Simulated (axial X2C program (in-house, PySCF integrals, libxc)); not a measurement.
# Potential curves of SnS, two-component

Computed with an in-house all-electron X2C program for linear molecules (integrals from PySCF). Two-component (2c) means X2C with spin–orbit coupling and atomic mean-field two-electron Coulomb and Gaunt terms. Basis: Sn dyall-cv3z [11s12p9d4f1g], S dyall-av3z [9s8p3d2f] (cores contracted in-house); Gaussian nuclei, density fitting, unrestricted open shells. Masses: Sn 119.902 u, S 31.972 u.

State: Ω = 0 (closed shell). Energies in eV from the lowest point of each curve. Fits are polynomials in 1 − R0/R over 0.85 to 1.23 times the lowest point R0.

```
 R (Å)  BHandHLYP    PBE0
1.9262     1.3569  1.3810
2.0147     0.5453  0.5690
2.0812     0.2033  0.2221
2.1476     0.0349  0.0455
2.2140     0.0000  0.0000
2.2915     0.0865  0.0715
2.3690     0.2733  0.2413
2.4686     0.6138  0.5580
2.5904     1.1224  1.0360
2.7675     1.9353  1.8061
```

The state is a single determinant with fixed occupations, the lowest that a limited PBE0 search found. Closed shells are restricted here (equal orbitals for both partners); the stretched side of such a curve lies too high.

Fit the BHandHLYP curve near its minimum: give the equilibrium distance and the harmonic wavenumber.

At BHandHLYP, 2c: Re = 2.201 Å, ωe ≈ 512 cm⁻¹; Be follows as 0.138 cm⁻¹.

What are Re and ωe at the PBE0 level?

At PBE0, 2c: Re = 2.208 Å, ωe ≈ 499 cm⁻¹; Be follows as 0.137 cm⁻¹.
